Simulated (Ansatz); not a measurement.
Ansatz (a first-principles code) input:

Ansatz 0.2 input:
```yaml
crystal:
  periodic: [false, false, false]
  atoms:
    - {symbol: C, position_ang: [2.21795936, 0.32171352, -0.28830198]}
    - {symbol: C, position_ang: [0.93509027, -0.34204297, 0.20480976]}
    - {symbol: C, position_ang: [-0.32687604, 0.27460128, -0.38537972]}
    - {symbol: C, position_ang: [-1.56858793, -0.58863152, -0.00514322]}
    - {symbol: O, position_ang: [-1.52267585, -1.81408959, -0.33015943]}
    - {symbol: C, position_ang: [-2.57285516, 0.06092834, 0.63382263]}
    - {symbol: H, position_ang: [2.22538984, 1.38059989, -0.02726218]}
    - {symbol: H, position_ang: [2.29634736, 0.24047532, -1.37197684]}
    - {symbol: H, position_ang: [3.09935977, -0.14542346, 0.15467390]}
    - {symbol: H, position_ang: [0.93439848, -1.40137937, -0.06259551]}
    - {symbol: H, position_ang: [0.88782230, -0.27612268, 1.29613959]}
    - {symbol: H, position_ang: [-0.23855689, 0.28736897, -1.47847314]}
    - {symbol: H, position_ang: [-0.44861241, 1.30565486, -0.03969520]}
    - {symbol: H, position_ang: [-2.52142733, 1.11615673, 0.86880196]}
    - {symbol: H, position_ang: [-3.47719450, -0.45174247, 0.92904636]}
basis:
  gaussian:
    orbitals: def2-TZVP
hamiltonian:
  xc: b3lyp
  dispersion: d3bj
total_charge: -1
relax: {f_tol: 0.002, max_steps: 150}
```

Which total energy does the run end on?

-271.31265 Eh (B3LYP-D3(BJ)/def2-TZVP). The basis has 240 functions.

It need not be the lowest isomer of its formula. Whether it binds its extra electron was not tested at this geometry.
